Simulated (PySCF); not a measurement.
PySCF input:

```python
from pyscf import gto, scf, dft

mol = gto.M(
    atom='''
    Te    0.25471891    0.08865069   -0.20027219
    C    -1.38025393   -0.47857330    1.09351974
    H    -1.02245318   -1.15527232    1.86365400
    H    -2.10754438   -0.99218006    0.46527763
    H    -1.83386232    0.40905636    1.52410392
    ''',
    basis='def2-tzvpd',
    ecp='def2-tzvp',
    charge=0,
    spin=1,
    verbose=4,
)

mf = scf.UHF(mol).density_fit(auxbasis='def2-universal-jkfit')
mf.conv_tol = 1e-9
mf.max_cycle = 100
mf.max_memory = 1500
mf.kernel()
if not mf.converged:
    mf = mf.newton()
    mf.kernel(mf.make_rdm1())
for _ in range(2):
    mo, _, stable, _ = mf.stability(return_status=True)
    if stable:
        break
    mf.kernel(mf.make_rdm1(mo, mf.mo_occ))
mf.analyze()
```

What final total energy does it print?

-306.62323 Eh (HF/def2-TZVPD).

It need not be the lowest isomer of its formula.
